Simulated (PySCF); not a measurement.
**Structure elucidation problem**

Molecular formula: C5H10F2O2Si. Simulated spectra:

1H NMR (400 MHz, computed): δ 6.18 (m, 1H), 3.85 (d, 3H), 3.64 (s, 3H), 3.57 (m, 1H), 3.47 (m, 1H), 0.59 (m, 1H).

13C{1H} NMR (computed): δ 125.9, 63.8, 61.2, 60.0, 10.6.

PySCF calculation with structure optimised with GFN2-xTB and shielding tensors at PBE0/pcSseg-1 (GIAO); relativity neglected, no solvent model, one conformer, averaged over atoms made equivalent by symmetry, fast rotation or ring inversion.

δ = σ(ref) − σ, references computed at the same level: TMS for 1H, 13C.

Q: Deduce the structure.

A: 
1. Rings plus π bonds: 1 (1 ring in the answer).
2. 5 carbon signals for 5 carbons: no two carbons are equivalent.
3. Carbon types of the structure: 4 × CH, 1 × CH3, leaving 3 H on heteroatoms.
4. δC 125.9: sp3 CH bonded to 2 F and O; 3 electronegative neighbours deshield it.
5. δC 63.8, 61.2, 10.6: three-membered-ring carbon.
6. δC 60.0: methyl carbon bonded to O; the inductive effect lowers its shielding.
7. δH 6.18: hydrogen on an sp3 CH bonded to 2 F and O; its carbon carries F and O, which withdraws density.
8. δH 3.85: hydrogen on a silicon bonded to C.
9. δH 3.64: hydrogen on a methyl carbon bonded to O; its carbon carries O, which withdraws density.
10. δH 3.57, 3.47, 0.59: hydrogen on a three-membered-ring carbon.

The compound is SMILES CO[C@@H]1[C@H]([SiH3])[C@H]1OC(F)F.

This is the structure that produced the data.

Splittings by 19F in the carbon and heteronuclear signals aren't shown, as no couplings were computed. Shifts are as computed. Against solution values, carbons near 30 ppm lie about +3 ppm off and those near 130 ppm about +5 ppm. Of 1309 compounds with measured shifts, 239 miss one by over three times the rms of a fit or turn the order of signals round; such compounds aren't used in these exercises. Multiplicities follow the n + 1 count of equivalent neighbours, as no J values were calculated; m marks all less simple cases, F and P coupling included.
